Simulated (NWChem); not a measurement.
**Volume series of MgSe (rocksalt structure): conduction valleys**

Everything below was run with NWChem. Level: LDA (Vosko), Troullier-Martins pseudopotentials (valence charges Se 6, Mg 2, d shells of Se in the core), cutoff 25 Ha, shifted 4×4×4 mesh, two-atom cell, no spin-orbit coupling. Each row gives the lowest empty level at Γ, at L and on the outer part of the line to X, counted from the valence top at Γ within the same run; other points weren't sampled.

| ln(V/V₀) | a (Å) | Γ (eV) | L (eV) | X line (eV) |
|---|---|---|---|---|
| -0.062 | 5.258 | 3.16 | 3.72 | 1.67 |
| -0.041 | 5.295 | 3.00 | 3.70 | 1.64 |
| -0.020 | 5.332 | 2.84 | 3.68 | 1.61 |
| 0.000 | 5.368 | 2.70 | 3.66 | 1.59 |
| 0.020 | 5.404 | ? | ? | ? |
| 0.039 | 5.439 | 2.43 | 3.62 | 1.54 |
| 0.058 | 5.473 | 2.30 | 3.60 | 1.51 |

**Question.** Fit a line in ln V to each valley, give the slopes, and predict the withheld row.

**Answer.** Slopes dE/d(ln V): Γ -7.1 eV, L -1.0 eV, X line -1.3 eV (largest miss of a line 0.01 eV). The lowest valley is X line in every row. Predicted against computed: Γ 2.57 against 2.56, L 3.64 against 3.64, X line 1.56 against 1.56 eV.
